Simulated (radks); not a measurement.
Question: All-electron atom: Mn2+ in [Ar] 3d5 (the NIST ground configuration). All-electron calculation, scalar-relativistic Kohn-Sham, PBE, spin-polarised, spherical densities, finite nucleus; open shells are filled with parallel spins first; Fermi nuclear charge, rms radius 3.7057 fm. Program: a radial shooting solver on a logarithmic mesh with Libxc functionals. Some entries of the table are withheld. Estimate them.

| orbital | occ. | eigenvalue (Ry) | r(max) (bohr) |
|---|---|---|---|
| 1s down | 1 | -473.8136 | 0.03987 |
| 1s up | 1 | -473.8118 | 0.03987 |
| 2s up | 1 | -55.96936 | 0.2326 |
| 2s down | 1 | -55.81301 | 0.2323 |
| 2p up | 3 | -47.59319 | 0.1884 |
| 2p down | 3 | -47.47460 | 0.1882 |
| 3s up | 1 | (1) | (2) |
| 3s down | 1 | (3) | (4) |
| 3p up | 3 | -5.44400 | 0.7527 |
| 3p down | 3 | -5.05794 | 0.7540 |
| 3d up | 5 | (5) | 0.7596 |
| 3d down | 0 | (6) | 0.7701 |

Answer: 
(1) 3s up eigenvalue (Ry): -7.74340
(2) 3s up r(max) (bohr): 0.7366
(3) 3s down eigenvalue (Ry): -7.35083
(4) 3s down r(max) (bohr): 0.7373
(5) 3d up eigenvalue (Ry): -1.90175
(6) 3d down eigenvalue (Ry): -1.54486
